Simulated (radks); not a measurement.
Values are calculated unless marked as measured or tabulated.
Numerical settings for the helium ion He+, 1s1. Code: a radial shooting solver on a logarithmic mesh with Libxc functionals. Model: scalar-relativistic Kohn-Sham, LDA (Slater exchange, Perdew-Wang correlation), spin-polarised, spherical densities, finite nucleus; open shells are filled with parallel spins first; Gaussian nuclear charge, rms radius 1.6755 fm. The defaults (mesh step 0.008 in ln r, mesh end at 40 bohr or more with all orbitals vanishing there, Anderson mixing 0.5 over 9 steps, residual threshold near 1e-9 with the energy settled to 1e-9 hartree or 1e-11 of itself, here a cap of 73 iterations) give E = -1.9419 hartree and 1s at -41.103 eV in 13 iterations. Times are rough (one thread of a shared host). Changes against that run (0 stands for a change within the tolerance of the run):

setting                    iterations  converged  E (mhartree)  e(1s) (meV)  CPU (s)
mesh step in ln r 0.12             73         no     -6.06e+03            -     0.08
mesh step in ln r 0.08             13        yes             0            0     0.01
mesh step in ln r 0.03             13        yes             0            0     0.02
mesh end (bohr) 400                13        yes             0            0     0.06
mesh end (bohr) 8                  13        yes             0            0     0.05
residual threshold 0.1              6        yes             0        -1.87     0.03
residual threshold 1e-05            7        yes             0      +0.0207     0.03
mixing 2.5                         13        yes             0            0     0.05
linear mixing, mixing 0.2          73         no             0            0      0.2
linear mixing, mixing 0.8          14        yes             0            0     0.05
mixing history 2                   18        yes             0            0     0.06
iteration cap 5                     5         no             0        -1.87     0.02

No run marked as converged misses the energy by more than 1 mhartree. A mesh that ends early acts as a hard wall.
